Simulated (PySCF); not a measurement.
How methods differ on the excitation energy of Si+

Si+ [Ne] 3s2 3p1 (2P) → Si+ [Ne] 3s2 4s1 (2S), as a difference of total energies. All numbers are calculated (PySCF 2.14, the non-relativistic Hamiltonian (point nucleus), in aug-cc-pV(Q+d)Z with one added diffuse shell each of s, p, d, f, g type (8s7p6d4f3g, 114 functions)). Correlated levels: valence: [Ne] frozen. The calculations carry no spin-orbit coupling.

**Question.** Order these methods by the excitation energy they give, lowest first.
A. MP2 (valence)
B. r2SCAN
C. M06
D. SCS-MP2 (valence)

**Answer.** C (7.932 eV), A (8.040 eV), D (8.062 eV), B (8.399 eV).

Errors of the correlated levels include the incompleteness of this basis and the frozen core.

For comparison: 8.097 eV (measured; NIST levels, between the centres of gravity of the two terms).
